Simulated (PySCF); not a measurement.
I3Sc, SMILES [I][Sc-]([I])[I] (connectivity only; charge and spin as stated), charge -1, multiplicity 2.

Coordinates come from a B3LYP-D3(BJ)/def2-SVPD optimisation. The spin state was assumed, not searched. The def2 effective core potentials stand for the cores of I; spin–orbit coupling is left out.

All values below come from PBE/def2-SVPD (PySCF).

 A positive occupied level means that this level leaves the electron formally unbound; only the finite basis holds it.

Computed frontier levels, dipole moment and polarisability:
```
Quantity                                                              Value
------------------------------------------------  -------------------------
α spin, highest occupied and lowest empty level            0.12 and 1.13 eV
β spin, highest occupied and lowest empty level           -2.59 and 1.46 eV
dipole moment about the centre of nuclear charge                     0.00 D
mean static polarisability                           191.0 bohr³ (28.31 Å³)
polarisability, principal values                  164.2, 204.5, 204.5 bohr³
⟨S²⟩                                                0.753 (pure state 0.75)
```
